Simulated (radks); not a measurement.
Q: Tl14+, 67 electrons, occupied as [Kr] 4d9 4f14 5s2 5p6 (not the ground configuration). Method: scalar-relativistic Kohn-Sham, PBEsol, spin-polarised, spherical densities, finite nucleus; open shells are filled with parallel spins first (spin-orbit coupling, left out, can overturn this in heavy ions); Fermi nuclear charge, rms radius 5.4759 fm; computed with a radial shooting solver on a logarithmic mesh with Libxc functionals. Some entries of the table are withheld. Estimate them.

orbital  occ.  eigenvalue (eV)  r(max) (bohr)  <1/r> (bohr^-1)
1s up       1        -85854.52        0.01004            99.35
1s down     1        -85854.49        0.01004            99.35
2s up       1        -15538.02        0.05816            23.33
2s down     1        -15537.16        0.05816            23.33
2p up       3        -13413.86        0.04833            20.59
2p down     3        -13413.13        0.04833            20.59
3s up       1        -3932.121         0.1639            8.652
3s down     1        -3931.692         0.1639            8.652
3p up       3        -3320.335         0.1637            7.854
3p down     3        -3319.869         0.1637            7.854
3d up       5        -2686.045         0.1333            7.381
3d down     5        -2685.337         0.1333            7.380
4s up       1        -1100.171         0.3683            3.737
4s down     1        -1098.573         0.3682            3.736
4p up       3        -898.3980         0.3879            3.371
4p down     3        -896.8427         0.3879            3.370
4d up       5        -661.8098         0.3934            3.040
4d down     4        -660.2920         0.3935            3.039
4f up       7              (1)         0.3534            2.672
4f down     7              (2)         0.3533            2.671
5s up       1        -393.0862         0.7829            1.668
5s down     1        -392.7044         0.7835            1.666
5p up       3        -330.3688         0.8572            1.488
5p down     3        -330.0846         0.8579            1.487

A: 
(1) 4f up eigenvalue (eV): -399.2551
(2) 4f down eigenvalue (eV): -397.9674
